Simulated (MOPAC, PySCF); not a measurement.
C7H14OSi, SMILES `O=C[C@H]1CC[C@H]([SiH3])CC1` (O–C–C–C torsion 1°), neutral singlet in the gas phase. 

Z-matrix (Å, degrees):
```
C
H 1 1.1160
C 1 1.5421 2 107.95
H 3 1.1106 1 110.62 2 -59.11
H 3 1.1141 4 106.26 1 118.46
C 3 1.5351 4 109.74 5 117.56
H 6 1.1112 3 110.51 4 -59.10
H 6 1.1130 7 106.60 3 -118.67
C 1 1.5428 2 107.98 3 119.85
H 9 1.1104 1 110.46 2 59.10
H 9 1.1144 10 106.07 1 -118.11
C 9 1.5342 10 109.88 11 -117.82
H 12 1.1091 9 111.08 10 59.08
H 12 1.1119 13 105.74 9 119.20
C 12 1.5303 13 109.93 14 116.88
H 15 1.1193 12 109.42 13 60.48
C 15 1.5152 16 105.09 6 -117.41
O 17 1.2145 15 125.20 16 -118.79
H 17 1.1358 18 120.87 15 179.53
Si 1 1.9040 2 105.82 3 -120.00
H 20 1.5062 1 110.50 2 -60.27
H 20 1.5066 21 108.80 1 -121.50
H 20 1.5077 21 108.51 22 -117.78
```
Charge 0, spin multiplicity 1.

All levels are single points at this geometry (PBE-D3(BJ)/def2-SVP); Pople sets use spherical d functions. Orbital energies aren't observables, and empty levels follow the basis.

B3LYP/LANL2DZ in PySCF gives gap (eV) = 5.99.

Q: Estimate the gap (eV) from each of these levels: PBE-D3(BJ)/def2-TZVP in PySCF; B3LYP/3-21G in PySCF; SVWN5/6-31G* in PySCF; HF/STO-3G in PySCF; PM7 in MOPAC.

A: 
```json
[
 {"level": "PBE-D3(BJ)/def2-TZVP in PySCF", "gap (eV)": "3.84"},
 {"level": "B3LYP/3-21G in PySCF", "gap (eV)": "6.19"},
 {"level": "SVWN5/6-31G* in PySCF", "gap (eV)": "3.76"},
 {"level": "HF/STO-3G in PySCF", "gap (eV)": "16.75"},
 {"level": "PM7 in MOPAC", "gap (eV)": "10.64"}
]
```
